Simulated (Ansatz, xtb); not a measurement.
**A geometry optimisation of F3GeS− with r2SCAN-D4/def2-SVPD**

The starting geometry of this gas-phase singlet has its atoms placed at random.

```xyz
5

F     0.0452    1.0088    1.7282
F    -0.1940   -0.5959   -1.5926
F     0.9202    1.2632    0.7962
Ge    1.1594    0.8024   -1.0454
S    -0.0660   -0.5614    1.4218
```

Guess where an optimisation with r2SCAN-D4/def2-SVPD ends from this start.

It ends as `F[S][Ge-]([F])[F]`. Distances that change by over a tenth: F1–F3 (1.30 → 4.05 Å). Contacts that close: F2–Ge4 (2.02 → 1.82 Å), Ge4–S5 (3.07 → 2.31 Å).

The energy falls by 13.78 eV over 19 steps:

| step | E − E(last) (eV) |
| --- | --- |
| 1 | 13.779 |
| 3 | 2.853 |
| 5 | 0.991 |
| 7 | 0.277 |
| 9 | 0.117 |
| 11 | 0.065 |
| 13 | 0.033 |
| 15 | 0.010 |
| 17 | 0.001 |
| 19 | 0.000 |

Final geometry (Å):

```yaml
atoms:
  - { symbol: F, position_ang: [-0.8348, 0.2974, 2.4298] }
  - { symbol: F, position_ang: [-0.3282, 0.1911, -1.5901] }
  - { symbol: F, position_ang: [1.4248, 1.8666, -0.5381] }
  - { symbol: Ge, position_ang: [1.1620, 0.0691, -0.5579] }
  - { symbol: S, position_ang: [0.4411, -0.5072, 1.5644] }
```

From the same start GFN2-xTB reaches the same bonding as this run.

From so rough a start the end depends on the optimiser's path, so another program may land elsewhere. No frequencies were run, so the end isn't proven a minimum. Run with Ansatz 0.2.0, 60 s on 2 threads of Intel(R) Xeon(R) Platinum 8259CL CPU @ 2.50GHz (Skylake/Cascade Lake), on a shared host.
